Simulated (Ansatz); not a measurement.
## A ladder of methods for BF3 (SMILES FB(F)F)

BF3 has 4 atoms, charge 0, and is taken as a singlet. As SMILES, `FB(F)F`. Geometry: relaxed at GFN2-xTB.

Quantity: the electronic atomisation energy, in eV. The values are calculated. Electronic energies at fixed atoms, without zero-point motion or spin-orbit coupling.

```csv
level,kind,program,value (eV),less FCI/STO-3G,CPU time (all runs)
r2SCAN/STO-3G,meta-GGA,Ansatz,21.62,+4.53,4.7 s
PBE0/STO-3G,global hybrid,Ansatz,21.17,+4.08,1.4 s
r2SCAN0/STO-3G,hybrid meta-GGA,Ansatz,20.48,+3.39,4 s
wB97X/STO-3G,range-separated hybrid,Ansatz,20.78,+3.69,5.8 s
B2PLYP/STO-3G,double hybrid,Ansatz,19.59,+2.50,1.9 s
BCCD(T)/STO-3G,coupled cluster or CI,Ansatz,17.08,-0.01,0.48 s
CCSDT/STO-3G,coupled cluster or CI,Ansatz,17.09,0.00,1.1 s
FCI/STO-3G,exact in the basis,Ansatz,17.09,0.00,12 s
```

FCI/STO-3G is exact within its basis and frozen core, so for wave-function methods in that basis the difference is their error; functionals converge differently with the basis, so for them it is only a difference. The values span 17.08 to 21.62 eV. All rows use very small basis sets, so none should be taken for the real molecule's value. Times are those of the runs behind each value, whatever else they computed, on shared processors of several kinds: orders of magnitude only.
